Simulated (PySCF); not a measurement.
Vertical excitations of a molecule C₃H₈Si from TDDFT-PBE/def2-SVPD run with PySCF, as energy in eV (oscillator strength): 6.21 (0.008), 6.34 (0.189), 6.43 (0.022), 6.82 (0.025), 7.04 (0.013), 7.49 (0.089), 7.53 (0.001), 7.59 (0.017), 7.69 (0.049), 7.83 (0.019). Lowest triplet (TDA): 4.30 eV. The structure is a stationary point at B3LYP-D3(BJ)/def2-SVP. Other conformers were not sampled.

Pick the molecule that these values belong to.
(A) [SiH3]C1CC1
(B) C/C=C\[SiH3]
(C) C=C(C)[SiH3]
(D) C=C[SiH2]C

D, C=C[SiH2]C
